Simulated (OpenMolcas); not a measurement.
An OpenMolcas run meant for Se (ANO-RCC-VQZP, DKH3; inactive shells 1s 2s 2p 3s 3p 3d; intended active space 6 electrons in 8 orbitals (4s 4p 5s 5p)). One step of its input:

```
&CASPT2
Multistate=3 1 2 3
Frozen=3 6
IPEA=0.25
Imaginary=2.0
MaxIter=60
WThr=0.0 0.3 0.05
PrWF=0.5
NoMix
```

The run finished. Its levels beside those of a sound run (SS-CASPT2, IPEA 0.25 Eh, imaginary shift 0.1 Eh (closed shells correlated: 3d)), in cm-1 above each run's lowest level:

```json
{"Level": "4s2 4p4 3P2", "This run": "0.0", "Usual run": "0.0"}
{"Level": "4s2 4p4 3P1", "This run": "1778", "Usual run": "1789"}
{"Level": "4s2 4p4 3P0", "This run": "2305", "Usual run": "2326"}
{"Level": "4s2 4p4 1D2", "This run": "10596", "Usual run": "9850"}
{"Level": "4s2 4p4 1S0", "This run": "21877", "Usual run": "22554"}
```

Task: Which setting is unsound, and how much does it matter here?

Result: The level shift is far above the usual 0.1 to 0.3 hartree and damps the second-order energy. Against the sound run the excited levels shown move by 360 cm-1 on average and by 750 cm-1 at most.

CASPT2 breaks the degeneracy within a term, and the mean is taken; among the terms shown or strongly mixed into the levels shown the widest spread is 69 cm-1 (4s2 4p4 1D, the sound run). Active for correlation alone: 5p 5s; no level in the range computed is led by a configuration that fills them, so any true level of that kind is missing. Only configurations of the active space appear.
